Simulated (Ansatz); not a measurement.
Geometry optimisation, Ansatz, RKS PBE-D4/def2-SVP.

Input file:

```yaml
crystal:
  periodic: [false, false, false]
  atoms:
    - { symbol: As, position_ang: [-1.198, 1.3542, 1.8603] }
    - { symbol: S, position_ang: [-0.9359, 1.8342, -0.3502] }
    - { symbol: B, position_ang: [0.0403, 0.2669, -0.5954] }
    - { symbol: C, position_ang: [0.2526, -1.261, -0.9173] }
    - { symbol: Si, position_ang: [1.8475, -0.7544, -0.5953] }
    - { symbol: H, position_ang: [-2.3442, 2.522, 1.9679] }
    - { symbol: H, position_ang: [-2.2778, 0.2921, 1.5423] }
    - { symbol: H, position_ang: [-0.238, -1.9008, -0.142] }
    - { symbol: H, position_ang: [-0.91517, 0.86054, -0.91721] }
    - { symbol: H, position_ang: [2.6455, -0.1798, -1.6519] }
    - { symbol: H, position_ang: [2.3053, -0.7429, 0.8367] }
basis:
  gaussian: { orbitals: def2-SVP }
hamiltonian:
  xc: pbe
  dispersion: d4
relax:
  f_tol: 0.02
  max_steps: 50
output:
  orbitals: {}
```

Command:

```bash
$ ansatz run input.yaml --threads 2 --pin off --max-ram 3072MiB --backend cpu --events-out ev --progress --plain --runs-dir out
```

Q: Where does it end, and by what steps?

A: It converged. After 26 steps the energy has fallen by 7.770 eV; H9 moved furthest, 1.89 Å. The start is strongly strained (largest force component 12 eV/Å), so its close contacts needn't be bonds. Parted: S2–H9, B3–H9. Joined: C4–H9.

```json
{"step": "0", "energy less start (eV)": "0.0000", "largest force component (eV/Å)": "11.824", "accepted": "yes"}
{"step": "1", "energy less start (eV)": "-3.3981", "largest force component (eV/Å)": "3.709", "accepted": "yes"}
{"step": "2", "energy less start (eV)": "-4.4309", "largest force component (eV/Å)": "1.148", "accepted": "yes"}
{"step": "3", "energy less start (eV)": "-4.8302", "largest force component (eV/Å)": "0.846", "accepted": "yes"}
{"step": "4", "energy less start (eV)": "-5.0426", "largest force component (eV/Å)": "0.609", "accepted": "yes"}
{"step": "5", "energy less start (eV)": "-5.1477", "largest force component (eV/Å)": "0.309", "accepted": "yes"}
{"step": "6", "energy less start (eV)": "-5.0995", "largest force component (eV/Å)": "0.497", "accepted": "no"}
{"step": "7", "energy less start (eV)": "-5.1893", "largest force component (eV/Å)": "0.401", "accepted": "yes"}
{"step": "8", "energy less start (eV)": "-5.2443", "largest force component (eV/Å)": "0.514", "accepted": "yes"}
{"step": "9", "energy less start (eV)": "-5.3520", "largest force component (eV/Å)": "0.904", "accepted": "yes"}
{"step": "10", "energy less start (eV)": "-5.6078", "largest force component (eV/Å)": "1.490", "accepted": "yes"}
{"step": "11", "energy less start (eV)": "-6.0517", "largest force component (eV/Å)": "1.689", "accepted": "yes"}
{"step": "12", "energy less start (eV)": "-6.4801", "largest force component (eV/Å)": "1.145", "accepted": "yes"}
{"step": "13", "energy less start (eV)": "-6.8363", "largest force component (eV/Å)": "1.330", "accepted": "yes"}
{"step": "14", "energy less start (eV)": "-7.1060", "largest force component (eV/Å)": "0.698", "accepted": "yes"}
{"step": "15", "energy less start (eV)": "-7.3080", "largest force component (eV/Å)": "0.665", "accepted": "yes"}
{"step": "16", "energy less start (eV)": "-7.4394", "largest force component (eV/Å)": "0.894", "accepted": "yes"}
{"step": "17", "energy less start (eV)": "-7.5897", "largest force component (eV/Å)": "0.487", "accepted": "yes"}
{"step": "18", "energy less start (eV)": "-7.6759", "largest force component (eV/Å)": "0.265", "accepted": "yes"}
{"step": "19", "energy less start (eV)": "-7.7127", "largest force component (eV/Å)": "0.791", "accepted": "yes"}
{"step": "20", "energy less start (eV)": "-7.7564", "largest force component (eV/Å)": "0.264", "accepted": "yes"}
{"step": "21", "energy less start (eV)": "-7.7635", "largest force component (eV/Å)": "0.222", "accepted": "yes"}
{"step": "22", "energy less start (eV)": "-7.7682", "largest force component (eV/Å)": "0.135", "accepted": "yes"}
{"step": "23", "energy less start (eV)": "-7.7549", "largest force component (eV/Å)": "0.303", "accepted": "no"}
{"step": "24", "energy less start (eV)": "-7.7701", "largest force component (eV/Å)": "0.025", "accepted": "yes"}
{"step": "25", "energy less start (eV)": "-7.7701", "largest force component (eV/Å)": "0.053", "accepted": "yes"}
{"step": "26", "energy less start (eV)": "-7.7705", "largest force component (eV/Å)": "0.016", "accepted": "yes"}
```

```xyz
11
Properties=species:S:1:pos:R:3
As -2.079 1.493 2.037
S -0.029 2.036 1.027
B 0.376 0.678 0.004
C 0.032 -0.794 -0.339
Si 1.861 -0.334 -0.798
H -2.863 2.550 1.230
H -2.419 0.406 0.998
H -0.340 -1.513 0.415
H -0.473 -0.937 -1.317
H 2.120 -0.460 -2.269
H 2.994 -0.834 0.049
```

Whether the end is a true minimum wasn't checked by a vibrational analysis.

The run took 88 s on 2 threads of Arm Neoverse V2, on a shared host, peak memory 0.18 GiB.
